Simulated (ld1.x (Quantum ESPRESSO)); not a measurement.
**Pseudopotential generation for Zn (Z = 30): ultrasoft, PBEsol, scalar-relativistic.**

The input file (ld1.x (Quantum ESPRESSO) 7.5):

```
&input
   title='Zn', zed=30., rel=1, dft='PBESOL', iswitch=3,
   config='[Ar] 3d10 4s2 4p0',
   nld=3, rlderiv=1.30, eminld=-11.0, emaxld=5.0, deld=0.04
 /
 &inputp
   pseudotype=3, tm=.true., lloc=-1, rcloc=1.05,
   nlcc=.false.,
   which_augfun='PSQ', rmatch_augfun_nc=.true.,
   file_pseudopw='Zn.UPF', file_wfcaegen='ae.wfc', file_wfcncgen='nc.wfc', file_beta='beta', file_chi='chi', file_wfcusgen='us.wfc'
 /
6
3S  1  0   2.00   0.00  0.90  1.05  0.0
4S  2  0   2.00   0.00  0.90  1.05  0.0
3P  2  1   6.00   0.00  1.00  1.20  0.0
4P  3  1   0.00   0.00  1.00  1.20  0.0
3D  3  2  10.00   0.00  0.75  1.00  0.0
3D  3  2   0.00   1.25  0.75  1.00  0.0
 &test
   configts(1)='3s2 3p6 3d10 4s2 4p0'
 /
```

Command:

```bash
ld1.x < Zn.in > Zn.out
```

Resulting log (shortened: banner, matrices, multipoles, cross overlaps and the repeated all-electron block are left out):

```
Program LD1 v.7.5
     --------------------------- All-electron run ----------------------------

     Zn
     scalar relativistic calculation

     atomic number is 30.00
     dft =PBESOL   lsd =0 sic =0 latt =0  beta=0.20 tr2=1.0E-14
     Exchange-correlation= PBESOL
                           (   1   4  10   8   0   0   0)
     mesh =1201 r(mesh) =  99.36527 a.u. xmin = -7.00 dx = 0.01250
     1 Ry =  13.60569312 eV, c = 137.03599908

     n l     nl                  e(Ry)          e(Ha)          e(eV)
     1 0     1S 1( 2.00)      -699.5044      -349.7522     -9517.2419
     2 0     2S 1( 2.00)       -85.0583       -42.5292     -1157.2776
     2 1     2P 1( 6.00)       -73.7533       -36.8766     -1003.4647
     3 0     3S 1( 2.00)        -9.4756        -4.7378      -128.9227
     3 1     3P 1( 6.00)        -6.1192        -3.0596       -83.2557
     3 2     3D 1(10.00)        -0.7474        -0.3737       -10.1684
     4 0     4S 1( 2.00)        -0.4408        -0.2204        -5.9977
     4 1     4P 1( 0.00)        -0.0790        -0.0395        -1.0753

     final scf error:  5.9E-15 reached in  28 iterations

     Etot =   -3589.203378 Ry,   -1794.601689 Ha,  -48833.599715 eV

     Ekin =    3645.971382 Ry,    1822.985691 Ha,   49605.967760 eV
     Encl =   -8652.161112 Ry,   -4326.080556 Ha, -117718.648944 eV
     Eh   =    1557.122957 Ry,     778.561478 Ha,   21185.737103 eV
     Exc  =    -140.136604 Ry,     -70.068302 Ha,   -1906.655635 eV

     normalization and overlap integrals

     s(1S/1S) =  1.000000  <r> =   0.0503  <r2> =    0.0034  r(max) =   0.0329
     s(2S/2S) =  1.000000  <r> =   0.2264  <r2> =    0.0604  r(max) =   0.1894
     s(2P/2P) =  1.000000  <r> =   0.1984  <r2> =    0.0483  r(max) =   0.1513
     s(3S/3S) =  1.000000  <r> =   0.6815  <r2> =    0.5371  r(max) =   0.5908
     s(3P/3P) =  1.000000  <r> =   0.7137  <r2> =    0.6024  r(max) =   0.5908
     s(3D/3D) =  1.000000  <r> =   0.9119  <r2> =    1.1332  r(max) =   0.5620
     s(4S/4S) =  1.000000  <r> =   2.6422  <r2> =    8.2026  r(max) =   2.0882
     s(4P/4P) =  1.000000  <r> =   4.2950  <r2> =   22.8714  r(max) =   3.0383

     ------------------------ End of All-electron run ------------------------

     --------------------- Generating US pseudopotential ---------------------

      Generating local potential from pseudized AE potential:
      Matching radius rcloc =   1.0500

      Local pseudo, rcloc= 1.050 Estimated cut-off energy=    22.62 Ry
      Wfc-us  3S rcutus= 1.050  Estimated cut-off energy=    48.19 Ry
      Wfc-us  4S rcutus= 1.050  Estimated cut-off energy=    96.09 Ry
      Wfc-us  3P rcutus= 1.190  Estimated cut-off energy=    59.57 Ry
      Wfc-us  4P rcutus= 1.190  Estimated cut-off energy=   111.29 Ry
      Wfc-us  3D rcutus= 0.999  Estimated cut-off energy=   115.04 Ry
      Wfc-us  3D rcutus= 0.999  Estimated cut-off energy=   129.50 Ry

     Q pseudized with Bessel functions
     Expected ecutrho=     710.6754 due to l1=  2   l2=  2

     ------------------- End of pseudopotential generation -------------------

     Computing logarithmic derivative in   1.30679
     Computing logarithmic derivative in   1.30679
     Computing the partial wave expansion
     R is outside the sphere for l=    0 j= 0.00
     R is outside the sphere for l=    0 j= 0.00
     R is outside the sphere for l=    1 j= 0.00
     R is outside the sphere for l=    1 j= 0.00
     R is outside the sphere for l=    2 j= 0.00
     R is outside the sphere for l=    2 j= 0.00

     ---------------------- Testing the pseudopotential ----------------------

     Zn
     scalar relativistic calculation

     atomic number is 30.00   valence charge is 20.00
     dft =PBESOL   lsd =0 sic =0 latt =0  beta=0.20 tr2=1.0E-14
     mesh =1201 r(mesh) =  99.36527 xmin = -7.00 dx = 0.01250

     n l     nl             e AE (Ry)        e PS (Ry)    De AE-PS (Ry)
     1 0     3S   1( 2.00)       -9.47565       -9.47557       -0.00008
     2 1     3P   1( 6.00)       -6.11918       -6.11911       -0.00007
     3 2     3D   1(10.00)       -0.74737       -0.74732       -0.00004
     2 0     4S   1( 2.00)       -0.44082       -0.44080       -0.00002
     3 1     4P   1( 0.00)       -0.07904       -0.07903       -0.00001

     eps = 5.2E-15  iter = 11

     Etot =   -3589.203378 Ry,   -1794.601689 Ha,  -48833.599715 eV
     Etotps =  -453.865594 Ry,    -226.932797 Ha,   -6175.155995 eV

     Ekin =     152.491726 Ry,      76.245863 Ha,    2074.755626 eV
     Encl =   -1002.512990 Ry,    -501.256495 Ha,  -13639.884094 eV
     Ehrt =     402.630494 Ry,     201.315247 Ha,    5478.066942 eV
     Ecxc =     -40.914455 Ry,     -20.457228 Ha,    -556.669521 eV
     Epseu=      34.439631 Ry,      17.219816 Ha,     468.575051 eV

     ---------------------- End of pseudopotential test ----------------------
```

Generation and configuration tests took about 3.5 s on one core of a shared server CPU.

Transferability test of the new file with ld1.x, input:

```
&input
   title='Zn', zed=30., rel=1, dft='PBESOL', iswitch=2,
   config='[Ar] 3d10 4s2 4p0'
 /
 &test
   file_pseudo='Zn.UPF', nconf=8,
   configts(1)='3s2 3p6 3d10 4s2 4p0',
   configts(2)='3s2 3p6 3d10 4s1 4p0',
   configts(3)='3s2 3p6 3d10 4s0 4p0',
   configts(4)='3s2 3p6 3d9 4s0 4p0',
   configts(5)='3s2 3p6 3d10 4s0 4p2',
   configts(6)='3s2 3p6 3d10 4s0 4p1',
   configts(7)='3s2 3p6 3d10 4s1.5 4p0',
   configts(8)='3s2 3p6 3d10 4s1 4p1'
 /
```

```bash
ld1.x < Zn.test.in > Zn.test.out
```

Pseudopotential blocks of its output, shortened (energy terms left out):

```
     ---------------------- Testing the pseudopotential ----------------------

     n l     nl             e AE (Ry)        e PS (Ry)    De AE-PS (Ry)
     1 0     3S   1( 2.00)       -9.47565       -9.47557       -0.00008
     2 1     3P   1( 6.00)       -6.11918       -6.11911       -0.00006
     3 2     3D   1(10.00)       -0.74737       -0.74732       -0.00004
     2 0     4S   1( 2.00)       -0.44082       -0.44080       -0.00002
     3 1     4P   1( 0.00)       -0.07904       -0.07903       -0.00001

     eps = 5.1E-15  iter = 23

     Etot =   -3589.203378 Ry,   -1794.601689 Ha,  -48833.599715 eV
     Etotps =  -453.865595 Ry,    -226.932798 Ha,   -6175.156007 eV

     ---------------------- End of pseudopotential test ----------------------

          ---------------------- Testing the pseudopotential ----------------------

     n l     nl             e AE (Ry)        e PS (Ry)    De AE-PS (Ry)
     1 0     3S   1( 2.00)      -10.18654      -10.18607       -0.00046
     2 1     3P   1( 6.00)       -6.83114       -6.83069       -0.00045
     3 2     3D   1(10.00)       -1.45468       -1.45478        0.00010
     2 0     4S   1( 1.00)       -1.02785       -1.02779       -0.00007
     3 1     4P   1( 0.00)       -0.56657       -0.56668        0.00011

     eps = 3.5E-15  iter = 58

     Etot =   -3588.475779 Ry,   -1794.237890 Ha,  -48823.700231 eV
     Etotps =  -453.137959 Ry,    -226.568979 Ha,   -6165.256008 eV
     dEtot_ae =       0.727599 Ry
     dEtot_ps =       0.727636 Ry,   Delta E=      -0.000038 Ry

     ---------------------- End of pseudopotential test ----------------------

          ---------------------- Testing the pseudopotential ----------------------

     n l     nl             e AE (Ry)        e PS (Ry)    De AE-PS (Ry)
     1 0     3S   1( 2.00)      -11.00698      -11.00593       -0.00104
     2 1     3P   1( 6.00)       -7.65251       -7.65147       -0.00104
     3 2     3D   1(10.00)       -2.26633       -2.26665        0.00031
     2 0     4S   1( 0.00)       -1.67795       -1.67778       -0.00017
     3 1     4P   1( 0.00)       -1.13417       -1.13468        0.00052

     eps = 3.3E-15  iter = 12

     Etot =   -3587.127202 Ry,   -1793.563601 Ha,  -48805.351898 eV
     Etotps =  -451.789359 Ry,    -225.894679 Ha,   -6146.907371 eV
     dEtot_ae =       2.076176 Ry
     dEtot_ps =       2.076236 Ry,   Delta E=      -0.000060 Ry

     ---------------------- End of pseudopotential test ----------------------

          ---------------------- Testing the pseudopotential ----------------------

     n l     nl             e AE (Ry)        e PS (Ry)    De AE-PS (Ry)
     1 0     3S   1( 2.00)      -12.54750      -12.54762        0.00011
     2 1     3P   1( 6.00)       -9.17772       -9.17759       -0.00013
     3 2     3D   1( 9.00)       -3.72556       -3.72486       -0.00070
     2 0     4S   1( 0.00)       -2.59338       -2.59344        0.00006
     3 1     4P   1( 0.00)       -1.93722       -1.93873        0.00151

     eps = 6.8E-15  iter = 21

     Etot =   -3584.149866 Ry,   -1792.074933 Ha,  -48764.843178 eV
     Etotps =  -448.811838 Ry,    -224.405919 Ha,   -6106.396136 eV
     dEtot_ae =       5.053512 Ry
     dEtot_ps =       5.053757 Ry,   Delta E=      -0.000245 Ry

     ---------------------- End of pseudopotential test ----------------------

          ---------------------- Testing the pseudopotential ----------------------

     n l     nl             e AE (Ry)        e PS (Ry)    De AE-PS (Ry)
     1 0     3S   1( 2.00)       -9.77825       -9.77820       -0.00005
     2 1     3P   1( 6.00)       -6.42258       -6.42270        0.00013
     3 2     3D   1(10.00)       -1.04286       -1.04359        0.00074
     2 0     4S   1( 0.00)       -0.62447       -0.62445       -0.00001
     3 1     4P   1( 2.00)       -0.21070       -0.21062       -0.00009

     eps = 5.6E-15  iter = 37

     Etot =   -3588.424042 Ry,   -1794.212021 Ha,  -48822.996307 eV
     Etotps =  -453.086174 Ry,    -226.543087 Ha,   -6164.551445 eV
     dEtot_ae =       0.779336 Ry
     dEtot_ps =       0.779421 Ry,   Delta E=      -0.000085 Ry

     ---------------------- End of pseudopotential test ----------------------

          ---------------------- Testing the pseudopotential ----------------------

     n l     nl             e AE (Ry)        e PS (Ry)    De AE-PS (Ry)
     1 0     3S   1( 2.00)      -10.32209      -10.32144       -0.00065
     2 1     3P   1( 6.00)       -6.96687       -6.96635       -0.00052
     3 2     3D   1(10.00)       -1.58570       -1.58602        0.00032
     2 0     4S   1( 0.00)       -1.10961       -1.10936       -0.00025
     3 1     4P   1( 1.00)       -0.63646       -0.63625       -0.00021

     eps = 7.7E-15  iter = 32

     Etot =   -3588.008485 Ry,   -1794.004242 Ha,  -48817.342363 eV
     Etotps =  -452.670745 Ry,    -226.335373 Ha,   -6158.899244 eV
     dEtot_ae =       1.194893 Ry
     dEtot_ps =       1.194850 Ry,   Delta E=       0.000043 Ry

     ---------------------- End of pseudopotential test ----------------------

          ---------------------- Testing the pseudopotential ----------------------

     n l     nl             e AE (Ry)        e PS (Ry)    De AE-PS (Ry)
     1 0     3S   1( 2.00)       -9.81539       -9.81515       -0.00025
     2 1     3P   1( 6.00)       -6.45945       -6.45921       -0.00024
     3 2     3D   1(10.00)       -1.08586       -1.08587        0.00002
     2 0     4S   1( 1.50)       -0.72436       -0.72432       -0.00004
     3 1     4P   1( 0.00)       -0.30877       -0.30879        0.00003

     eps = 9.5E-15  iter = 24

     Etot =   -3588.913068 Ry,   -1794.456534 Ha,  -48829.649846 eV
     Etotps =  -453.575270 Ry,    -226.787635 Ha,   -6171.205931 eV
     dEtot_ae =       0.290310 Ry
     dEtot_ps =       0.290325 Ry,   Delta E=      -0.000015 Ry

     ---------------------- End of pseudopotential test ----------------------

          ---------------------- Testing the pseudopotential ----------------------

     n l     nl             e AE (Ry)        e PS (Ry)    De AE-PS (Ry)
     1 0     3S   1( 2.00)       -9.64002       -9.63982       -0.00019
     2 1     3P   1( 6.00)       -6.28402       -6.28391       -0.00011
     3 2     3D   1(10.00)       -0.90851       -0.90872        0.00021
     2 0     4S   1( 1.00)       -0.54469       -0.54463       -0.00006
     3 1     4P   1( 1.00)       -0.15388       -0.15384       -0.00005

     eps = 9.9E-15  iter = 21

     Etot =   -3588.826618 Ry,   -1794.413309 Ha,  -48828.473630 eV
     Etotps =  -453.488813 Ry,    -226.744406 Ha,   -6170.029619 eV
     dEtot_ae =       0.376760 Ry
     dEtot_ps =       0.376783 Ry,   Delta E=      -0.000022 Ry

     ---------------------- End of pseudopotential test ----------------------
```
